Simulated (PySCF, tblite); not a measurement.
Isomers of C6H7O (doublet state). Calculated harmonic vibrations of the isolated species, GFN2-xTB (tblite), most abundant isotopes, no scaling. Against measured fundamentals such values can be off by several per cent, at times by over 20. One conformer each. Open shells enter through the occupations alone, without spin polarisation, and single modes of such species can be off by tens of per cent.

Electronic energies: B3LYP/pcH-1 single points on the GFN2-xTB geometries (PySCF, gas phase).

| SMILES | electronic energy, lowest = 0 (kJ/mol) |
| --- | --- |
| CC1=CC[CH]C1=O | 0.2 |
| C[CH]c1ccco1 | 0.0 |
| O=C/[C]=C\C1CC1 | 201.5 |

How do GFN2-xTB zero-point energies change the relative energies?

```tsv
SMILES	ZPE (kJ/mol)	of it from modes above 1550 cm⁻¹	electronic (kJ/mol)	with ZPE, lowest = 0 (kJ/mol)	lowest mode (cm⁻¹)	rings
C[CH]c1ccco1	289.0	129.4	0.0	2.9	101	1
CC1=CC[CH]C1=O	285.9	146.2	0.2	0.0	66	1
O=C/[C]=C\C1CC1	282.7	147.2	201.5	198.1	53	1
```

The zero-point energies span 6.3 kJ/mol, from `O=C/[C]=C\C1CC1` to `C[CH]c1ccco1`. With it `CC1=CC[CH]C1=O` becomes the lowest.

And how do the electronic energies of GFN2-xTB itself compare?

`C[CH]c1ccco1` 0.0; `CC1=CC[CH]C1=O` 61.5; `O=C/[C]=C\C1CC1` 237.9 kJ/mol, lowest = 0. Against the energies above, taken from the same isomer `C[CH]c1ccco1`, the largest difference is 61.3 kJ/mol.

What do entropy and thermal enthalpy add at 298.15 K and 1 bar (rigid rotor, harmonic oscillator, one conformer each)?

```
         SMILES  point group  symmetry number  S (J/(mol K))  H − H(0) (kJ/mol)  ZPE + H − H(0) − TS (kJ/mol)
   C[CH]c1ccco1           Cs                1          342.8              20.11                         206.9
 CC1=CC[CH]C1=O           Cs                1          349.3              20.91                         202.6
O=C/[C]=C\C1CC1           C1                1          374.1              22.82                         194.0
```

S holds R ln(2S + 1) for the spin.
